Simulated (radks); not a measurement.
Results of a calculation; reference values are marked as such.
Problem. These are the eigenvalues of the occupied orbitals of an atom or ion with whole-number occupations (hartree). Level of theory: Dirac Kohn-Sham, BP86, spin-unpolarised, spherical densities, finite nucleus; Fermi nuclear charge, rms radius of each element as measured or else 0.836 A^(1/3) + 0.57 fm (a radial shooting solver on a logarithmic mesh with Libxc functionals).

| orbital | eigenvalue |
|---|---|
| 1s1/2 | -655.7449 |
| 2s1/2 | -91.54534 |
| 2p1/2 | -83.87397 |
| 2p3/2 | -80.71671 |
| 3s1/2 | -15.67642 |
| 3p1/2 | -12.82019 |
| 3p3/2 | -12.31726 |
| 3d3/2 | -7.28094 |
| 3d5/2 | -7.18902 |
| 4s1/2 | -2.74647 |
| 4p1/2 | -1.96549 |
| 4p3/2 | -1.89646 |
| 4d3/2 | -0.78229 |
| 4d5/2 | -0.77547 |
| 5s1/2 | -0.66614 |

Which element is it, and in what charge state? The configuration may be excited. Open shells, if any, are shared by 2j + 1.

Solution. Z = 40, zirconium, charge +2: Zr2+ in [Ar] 3d10 4s2 4p5 4d2 5s1. The list shows which subshells hold electrons but not how many an open one holds; the 1s level, -655.74 hartree, gives Z - s = 36.2 by -(Z - s)^2/2, which with screening and relativity narrows Z to a few neighbours, and the depths of the outer levels then fix element, charge and occupations together.
